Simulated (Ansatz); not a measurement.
`C=[C]([GeH3])[InH2]` + H₂ → `C=[CH][InH2]` + GeH₄  (hydrogenolysis of a C–Ge bond)

Calculated with Ansatz (gas phase, PBE0-D4/def2-TZVP geometries, no zero-point term in ΔE). CCSD(T)/CBS adds triple-zeta CCSD(T) − MP2 to the extrapolated MP2 energy (def2 sets, frozen cores). This one scheme is used for every species. def2 core potentials past Kr. For Ge, In outer-core shells are correlated without core-valence functions, which leaves a few kJ/mol of doubt a bond. Scalar relativity is left out up to krypton.

```json
{"species": "`C=[C]([GeH3])[InH2]`", "HF/def2-TZVPP energy (Eh)": "-2344.34939"}
{"species": "H₂", "HF/def2-TZVPP energy (Eh)": "-1.13290"}
{"species": "`C=[CH][InH2]`", "HF/def2-TZVPP energy (Eh)": "-267.82460"}
{"species": "GeH₄", "HF/def2-TZVPP energy (Eh)": "-2077.67888"}
```

**Question.** Work out ΔE.

**Answer.** ΔE = (-267.82460) + (-2077.67888) − (-2344.34939) − (-1.13290) = -0.02119 Eh = -55.6 kJ/mol. CCSD(T)/CBS gives -22.2 kJ/mol.

**Question.** What do rigid-rotor, harmonic-oscillator terms from PBE0-D4/def2-TZVP frequencies (298.15 K, 1 bar) make of the CCSD(T)/CBS value? (Best estimate.)

**Answer.** The calculation gave: ΔZPE = +15.7 kJ/mol, ΔH = -11.2 kJ/mol, ΔS = 19 J/(mol·K), ΔG = -16.7 kJ/mol.

Largest T1 diagnostic among the species: 0.013.

Leaving LDA and LC-ωPBE aside and taking each functional with its dispersion term where it has one, the values, not all of them listed here, spread over 15.9 kJ/mol, from B97M-V to revPBE-D4. LDA lies +3.5 kJ/mol from PBE without D4. From BLYP to BHLYP (50 % exact exchange), in def2-TZVPP and without D4, ΔE moves by −5.1 kJ/mol.
